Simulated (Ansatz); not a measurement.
Basis-set extrapolation for `N[SiH2]C(O)O` (PBE0-D4/def2-TZVP geometry, frozen core, the Gaussian-basis code of Ansatz). Multiplicity 1, RHF reference.

|  | def2-TZVPP | def2-QZVPP |
| --- | --- | --- |
| HF | -535.188413 | -535.209326 |
| MP2 correlation | -0.994178 | -1.070027 |
| CCSD(T) correlation | -1.067833 | not run |

Energies in hartree. Use E(X) = E(∞) + A·exp(−7.88·√X) for Hartree–Fock and E(X) = E(∞) + B·X^(−2.97) for correlation, with X = 3 and 4, and add CCSD(T) minus MP2 of the smaller set to the MP2 limit.

Question: What is the CCSD(T) energy at the basis-set limit?

Answer: HF limit: -535.209326 + (-0.020913) × 0.13774 = -535.21221. MP2 limit: -1.070027 + (-0.075849) × 0.74074 = -1.12621. Higher-order term: -1.067833 − (-0.994178) = -0.07366. Total: -536.41208 hartree, 409.1 kJ/mol below CCSD(T)/def2-TZVPP.
